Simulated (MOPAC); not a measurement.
A run for MOPAC: AM1 on GeH4Si (SMILES [SiH3][GeH]), a point of a torsion scan.

```
AM1 1SCF PRECISE CHARGE=0 THREADS=1
GeH4Si

Si    -0.56778135 1     0.04422835 1    -0.02312069 1
Ge     1.66138760 1     0.95738311 1    -0.04795170 1
H     -0.83081709 1    -0.74026505 1     1.19513110 1
H     -1.59166722 1     1.10667224 1    -0.01038506 1
H     -0.95060842 1    -0.82764510 1    -1.14235390 1
H      2.23896560 1    -0.47814732 1    -0.52994771 1
```

Output:

```
*******************************************************************************
 **                                                                           **
 **                              MOPAC v23.2.5                                **
 **                                                                           **
 *******************************************************************************
 ** MOPAC's Digital Object Identifier: https://doi.org/10.5281/zenodo.6511958 **
 **                                                                           **
 ** Please cite the open-source release paper for use of this MOPAC version:  **
 ** J. E. Moussa and J. J. P. Stewart (2026)                                  **
 ** MOPAC: An open-source semiempirical molecular orbital program             **
 ** J. Open Source Softw., 11(119), 8025, https://doi.org/10.21105/joss.08025 **
 *******************************************************************************

                              AM1 CALCULATION RESULTS

 *******************************************************************************
 *  AM1        - The AM1 Hamiltonian to be used
 *
 *
 *
 *                 CHARGE ON SYSTEM = 0
 *
 *
 *
 *  PRECISE    - TIGHTER CRITERIA TO BE USED
 *  1SCF       - DO 1 SCF AND THEN STOP
 *  THREADS=1  - MULTI-THREADING NOT USED
 *  T=         - A TIME OF 172800.0 SECONDS REQUESTED
 *  DUMP=N     - RESTART FILE WRITTEN EVERY 7200.0 SECONDS REQUESTED
 *******************************************************************************
AM1 1SCF PRECISE CHARGE=0 THREADS=1
 GeH4Si

   ATOM   CHEMICAL          X               Y               Z
  NUMBER   SYMBOL      (ANGSTROMS)     (ANGSTROMS)     (ANGSTROMS)

     1      Si         -0.56778135  *   0.04422835  *  -0.02312069  *
     2      Ge          1.66138760  *   0.95738311  *  -0.04795170  *
     3       H         -0.83081709  *  -0.74026505  *   1.19513110  *
     4       H         -1.59166722  *   1.10667224  *  -0.01038506  *
     5       H         -0.95060842  *  -0.82764510  *  -1.14235390  *
     6       H          2.23896560  *  -0.47814732  *  -0.52994771  *



          CARTESIAN COORDINATES

    NO.       ATOM           X           Y           Z

     1        Si         -0.5678      0.0442     -0.0231
     2        Ge          1.6614      0.9574     -0.0480
     3         H         -0.8308     -0.7403      1.1951
     4         H         -1.5917      1.1067     -0.0104
     5         H         -0.9506     -0.8276     -1.1424
     6         H          2.2390     -0.4781     -0.5299

  H: (AM1): M.J.S. DEWAR ET AL, J. AM. CHEM. SOC. 107 3902-3909 (1985)
 Si: (AM1): M.J.S.DEWAR, C. JIE, ORGANOMETALLICS, 6, 1486-1490 (1987).
 Ge: (AM1): M.J.S.Dewar and C.Jie, Organometallics, 8, 1544, (1989)

           Empirical Formula: H4 Si Ge  =     6 atoms



      MOLECULAR POINT GROUP   :   C1


      RHF CALCULATION, NO. OF DOUBLY OCCUPIED LEVELS = 6


 -------------------------------------------------------------------------------
 AM1 1SCF PRECISE CHARGE=0 THREADS=1
 GeH4Si



     1SCF WAS SPECIFIED, SO BFGS WAS NOT USED
     SCF FIELD WAS ACHIEVED


                              AM1 CALCULATION
                                                       MOPAC v23.2.5 Linux




          FINAL HEAT OF FORMATION =         73.51387 KCAL/MOL =     307.58204 KJ/MOL


          COSMO AREA              =        117.00 SQUARE ANGSTROMS
          COSMO VOLUME            =        109.03 CUBIC ANGSTROMS

          IONIZATION POTENTIAL    =          8.280769 EV
          HOMO LUMO ENERGIES (EV) =         -8.281 -2.388
          NO. OF FILLED LEVELS    =          6
          MOLECULAR WEIGHT        =        104.7071         POINT GROUP:  C1

          MOLECULAR DIMENSIONS (Angstroms)

            Atom       Atom       Distance
            H     6    H     4     4.17796
           Ge     2    H     5     2.95042
           Ge     2    H     3     2.03442


          SCF CALCULATIONS        =          1





   ATOM   CHEMICAL          X               Y               Z
  NUMBER   SYMBOL      (ANGSTROMS)     (ANGSTROMS)     (ANGSTROMS)

     1      Si         -0.56778135  *   0.04422835  *  -0.02312069  *
     2      Ge          1.66138760  *   0.95738311  *  -0.04795170  *
     3       H         -0.83081709  *  -0.74026505  *   1.19513110  *
     4       H         -1.59166722  *   1.10667224  *  -0.01038506  *
     5       H         -0.95060842  *  -0.82764510  *  -1.14235390  *
     6       H          2.23896560  *  -0.47814732  *  -0.52994771  *

                             CARTESIAN COORDINATES

   1   Si       -0.567781350     0.044228350    -0.023120690
   2   Ge        1.661387600     0.957383110    -0.047951700
   3    H       -0.830817090    -0.740265050     1.195131100
   4    H       -1.591667220     1.106672240    -0.010385060
   5    H       -0.950608420    -0.827645100    -1.142353900
   6    H        2.238965600    -0.478147320    -0.529947710


           Empirical Formula: H4 Si Ge  =     6 atoms



      MOLECULAR POINT GROUP   :   C1


                  EIGENVALUES
 -16.30836 -13.37871 -12.54323 -12.41649 -10.25467  -8.28077  -2.38846  -1.11219
   1.12643   1.16319   1.22969   2.09138


              NET ATOMIC CHARGES AND DIPOLE CONTRIBUTIONS

  ATOM NO.   TYPE          CHARGE      No. of ELECS.   s-Pop       p-Pop
    1         Si           0.228443        3.7716     0.91050     2.86106
    2         Ge           0.183006        3.8170     1.23823     2.57877
    3          H          -0.103181        1.1032     1.10318
    4          H          -0.101052        1.1011     1.10105
    5          H          -0.103690        1.1037     1.10369
    6          H          -0.103526        1.1035     1.10353
 DIPOLE           X         Y         Z       TOTAL
 POINT-CHG.     1.382     1.370     0.178     1.954
 HYBRID        -2.007    -2.887    -0.520     3.554
 SUM           -0.625    -1.517    -0.343     1.676


          ATOMIC ORBITAL ELECTRON POPULATIONS

     Atom    s        px        py        pz
    1 Si   0.91050   1.02205   0.92725   0.91176
    2 Ge   1.23823   1.07835   1.39176   0.10865
    3  H   1.10318
    4  H   1.10105
    5  H   1.10369
    6  H   1.10353

 **********************
 *                    *
 * JOB ENDED NORMALLY *
 *                    *
 **********************




 == MOPAC DONE ==
```

The run finished.

Cost: about 0.020 core-seconds (a rough figure).
